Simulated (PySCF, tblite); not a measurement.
Isomers of CH5NOSi. All values are computed: GFN2-xTB (tblite) harmonic vibrations without scaling, gas phase. The method is semi-empirical: single wavenumbers can be off by several per cent or more. Modes of hydrogen on silicon can be 10 to 20 % off. One conformer each.

Electronic energies: PBE0/pcSseg-1 single points on the GFN2-xTB geometries (PySCF, gas phase).

```csv
SMILES,"electronic energy, lowest = 0 (kJ/mol)"
O=CN[SiH3],0.0
N[SiH2]C=O,84.6
NC(=O)[SiH3],56.2
```

Question: How do GFN2-xTB zero-point energies change the relative energies?

Answer: 
| SMILES | ZPE (kJ/mol) | of it from modes above 1550 cm⁻¹ | electronic (kJ/mol) | with ZPE, lowest = 0 (kJ/mol) | lowest mode (cm⁻¹) | rings |
| --- | --- | --- | --- | --- | --- | --- |
| O=CN[SiH3] | 153.9 | 89.0 | 0.0 | 0.0 | 124 | 0 |
| NC(=O)[SiH3] | 151.4 | 92.7 | 56.2 | 53.7 | 26 | 0 |
| N[SiH2]C=O | 154.1 | 95.1 | 84.6 | 84.8 | 46 | 0 |

The zero-point energies span 2.7 kJ/mol, from `NC(=O)[SiH3]` to `N[SiH2]C=O`. The order is unchanged.

Question: And how do the electronic energies of GFN2-xTB itself compare?

Answer: `O=CN[SiH3]` 0.0; `NC(=O)[SiH3]` 109.1; `N[SiH2]C=O` 151.8 kJ/mol, lowest = 0. Against the energies above, taken from the same isomer `O=CN[SiH3]`, the largest difference is 67.2 kJ/mol.

Question: What do entropy and thermal enthalpy add at 298.15 K and 1 bar (rigid rotor, harmonic oscillator, one conformer each)?

Answer: 
```
      SMILES  point group  symmetry number  S (J/(mol K))  H − H(0) (kJ/mol)  ZPE + H − H(0) − TS (kJ/mol)
  O=CN[SiH3]           Cs                1          308.4              17.38                          79.4
NC(=O)[SiH3]           Cs                1          327.0              18.87                          72.8
  N[SiH2]C=O           C1                1          326.4              19.25                          76.0
```
